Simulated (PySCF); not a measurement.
Molecule: `InChI=1S/C4H10Si/c1-5-3-2-4-5/h5H,2-4H2,1H3`.

Structure with atom numbers: `[CH3:1][SiH:2]1[CH2:3][CH2:4][CH2:5]1`. Each H is labelled by its parent atom. Ha(C3), Ha(C4), Ha(C5) are cis to C1 on the ring; Hb(C3), Hb(C4), Hb(C5) are trans to C1 on the ring.

Geometry PBE0-D3(BJ)/def2-SVP throughout; GIAO in PySCF 2.14, gas phase, one conformer, non-relativistic; equivalent atoms averaged; basis pcSseg-1.

Q: How do the shifts δ (against TMS at the same level) depend on the functional? (a selection of nuclei; ppm; last column core-seconds on 1 thread of an Arm Neoverse V2, shared host)

A: 
```csv
functional,kind,C4,C3/C5,C1,Si2,H(Si2),Ha(C4),Ha(C3)/Ha(C5),Hb(C3)/Hb(C5),H(C1),core-s
PBE0,global hybrid,21.7,14.9,0.1,1.1,4.85,2.26,1.05,1.03,0.34,10
mPW1PW91,global hybrid,21.9,14.9,0.1,1.4,4.80,2.25,1.04,1.02,0.34,10
WP04,global hybrid,25.3,17.3,0.4,0.0,4.09,2.15,0.97,0.97,0.33,10
B97-2,global hybrid,22.4,15.1,0.2,1.0,4.73,2.27,1.04,1.04,0.34,10
BHandHLYP,global hybrid,20.8,14.5,0.1,1.6,4.60,2.20,0.95,0.96,0.32,10
CAM-B3LYP,range-separated hybrid,20.9,14.7,-0.1,0.8,4.72,2.21,0.99,0.99,0.32,14
wB97X-D,range-separated hybrid,20.7,14.0,-0.1,0.4,4.77,2.18,0.99,0.97,0.31,13
LC-wPBE,range-separated hybrid,18.2,12.4,-0.5,-0.5,4.67,2.07,0.95,0.91,0.30,19
```

Q: Which nucleus among those listed moves most, in ppm?

A: C4 (sp3 CH2 in a ring): from 18.2 ppm with LC-wPBE to 25.3 ppm with WP04. The smallest spread is 0.04 ppm, at H(C1). Proton shifts span only some 12 ppm, so a few tenths of a ppm matter as much there as several ppm in carbon.
